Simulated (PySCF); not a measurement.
# Electron correlation in Kr (krypton, neutral)

[Kr], closed-shell 1S. Computed with PySCF 2.14 in dyall-av2z (16s12p8d, 92 functions), with the non-relativistic Hamiltonian (point nucleus). Frozen: [Ar] 3d10; 8 electrons correlated; the 39 highest virtual orbitals of each spin left out.

| level | correlation energy (mhartree) |
| --- | --- |
| CCSD | -149.21 |
| (T) | -2.64 |
| CCSD(T) | -151.85 |

Diagnostics: T1 = 0.0032, D1 = 0.0050, largest double amplitude 0.036.

Task: Is a single reference adequate?

Result: Yes, within this model without spin-orbit coupling: T1 lies below 0.03 and no double amplitude reaches 0.07.
